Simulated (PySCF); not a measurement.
**Pauling's electronegativity from computed bond energies: partners of Li**

PBE0 in PySCF with def2-TZVP on every atom (core potentials on Cs), for the lowest determinant that a PBE0 search found; no spin–orbit coupling. De of Li2 is 0.82 eV.

| B | De(B₂) (eV) | De(LiB) (eV) |
| --- | --- | --- |
| F | 1.53 | 5.57 |
| Na | 0.69 | 0.74 |
| H | 4.52 | 2.24 |
| Cs | 0.41 | 0.61 |

Task: With Δ = De(LiB) − [De(Li₂) + De(B₂)]/2, give Δ and the electronegativity difference √(Δ/eV).

Result: 

```json
{"B": "F", "Δ (eV)": "4.39", "√Δ": "2.10"}
{"B": "Na", "Δ (eV)": "-0.01", "√Δ": "none (Δ < 0)"}
{"B": "H", "Δ (eV)": "-0.43", "√Δ": "none (Δ < 0)"}
{"B": "Cs", "Δ (eV)": "-0.01", "√Δ": "none (Δ < 0)"}
```

The rule was made for single bonds and measured bond energies; here it is fed with computed well depths. With the arithmetic mean Δ turns negative when the two homonuclear bonds differ much, as for alkali hydrides.

Closed-shell solutions of metal pairs were not tested for spin polarisation, which can lower them a little. Weak bonds: Cs2. Basis-set superposition, not corrected here, can be much of De in a small basis, most of all at correlated wavefunction levels. Functionals without a dispersion term scatter widely for such bonds, and LDA overbinds them. These are scalar-relativistic numbers at best; spin–orbit coupling would shift them, the dissociation energy most.
